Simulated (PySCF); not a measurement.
## Electric field gradients and quadrupole coupling constants

Compound: C5H4ClF3.
Atom-mapped SMILES: `[F:1][C:2]([F:3])=[C:4]([F:5])[C:6]1([Cl:7])[CH2:8][CH2:9]1` (hydrogens: H10, H11 on C8; H12, H13 on C9)

Structure used (GFN2-xTB), in Å, numbered top down from 1:
```xyz
13
C5H4ClF3 angstrom
F      2.0864   -0.9107    1.9160
C      2.0874   -0.5698    0.6397
F      3.3156   -0.6406    0.1438
C      1.0286   -0.2029   -0.0791
F      1.2646    0.1165   -1.3721
C     -0.3891   -0.0701    0.3105
Cl    -0.7444   -0.6281    1.9418
C     -1.4514   -0.2695   -0.7390
C     -1.1756    1.1037   -0.2165
H     -2.3565   -0.7653   -0.4265
H     -1.1257   -0.5203   -1.7371
H     -1.8909    1.5545    0.4527
H     -0.6535    1.8031   -0.8519
```

Field gradients from the PBE0/pcSseg-1 density (PySCF, non-relativistic), principal values in atomic units, ordered |Vxx| ≤ |Vyy| ≤ |Vzz|:

```
atom      Vxx      Vyy     Vzz
 Cl7  -2.0962  -2.1462  4.2424
```

Task: Find the asymmetry η = (Vxx − Vyy)/Vzz and the couplings χ = eQV/h (234.96 MHz × Q in barn × V in au), with Q(35Cl) = −0.0817 b.

Result: 
```csv
atom,environment,nucleus,η,χzz (MHz),χxx (MHz),χyy (MHz)
Cl7,alkyl chlorine,35Cl,0.01,-81.44,40.24,41.20
```

The gradient is axial or nearly so (η below 0.05) at Cl7. 

Task: What is Vzz at Cl7 in SI units (1 au = 9.71736 × 10²¹ V/m²)?

Result: 4.2424 au = 41.225 × 10²¹ V/m².

Were the hydrogens deuterons (Q(2H) = 0.00286 b), χzz would run from 220 kHz (H11 and H13) to 222 kHz (H12 and H10).

One conformer (not necessarily the lowest) at the GFN2-xTB geometry, without solvent, vibrations or thermal averaging. GFN2-xTB bond lengths can be off by several hundredths of an ångström, more for odd bonds, and the gradients follow them. The basis is small and wasn't made for field gradients, so the couplings can be 20 % off.
